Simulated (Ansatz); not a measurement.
NiC, closed-shell singlet (the spin of the measured ground state), most abundant isotopes (57.9353 and 12.0000 u). Constants from fifth-degree fits in 1/R to seven points on the lowest solution found; no spin–orbit coupling, no relativity up to Kr; ω_e x_e and α_e move by some per cent with the fit.

Correlated levels freeze the inner cores; with def2 sets outer-core shells near the valence are correlated too.

Codes used: Ansatz (Gaussian orbitals). Values without a source in brackets are computed.

Total energies (hartree; each atom in its lowest state at that level) and vibrational constants (cm⁻¹):

| level | E(NiC) at r_e | E(Ni) | E(C) | ω_e | ω_e x_e |
|---|---|---|---|---|---|
| PBE/def2-TZVPP | -1546.008546 | -1508.039963 | -37.795970 | 918 | 4.8 |
| B3LYP/def2-TZVPP | -1546.301692 | -1508.329050 | -37.859478 | 927 | 4.6 |
| wB97M-V/def2-TZVPP | -1546.142124 | -1508.190462 | -37.846388 | 955 | 4.3 |
| CCSD(T)/def2-QZVPP | -1545.481579 | -1507.553448 | -37.786508 | 901 | 6.6 |

Question: Work out D_e and D₀ in eV.

Answer: 
D_e = E(Ni) + E(C) − E(molecule), times 27.2114 eV; D₀ = D_e − (ω_e/2 − ω_e x_e/4)/8065.54.
- PBE/def2-TZVPP: D_e = 4.697, zero point 0.057, D₀ = 4.640 eV, 0.47 eV from the measured value
- B3LYP/def2-TZVPP: D_e = 3.079, zero point 0.057, D₀ = 3.022 eV, -1.14 eV from the measured value
- wB97M-V/def2-TZVPP: D_e = 2.865, zero point 0.059, D₀ = 2.806 eV, -1.36 eV from the measured value
- CCSD(T)/def2-QZVPP: D_e = 3.854, zero point 0.056, D₀ = 3.798 eV, -0.37 eV from the measured value
Measured D₀ = 4.167 eV [Morse and co-workers]; it holds the spin–orbit terms that these runs lack.

Doubts at one or more of the structures used: T1 above 0.05 (CCSD(T)/def2-QZVPP); a restricted determinant that unrestricted orbitals would lower (CCSD(T)/def2-QZVPP).

Ansatz is a quantum-chemistry and plane-wave program.
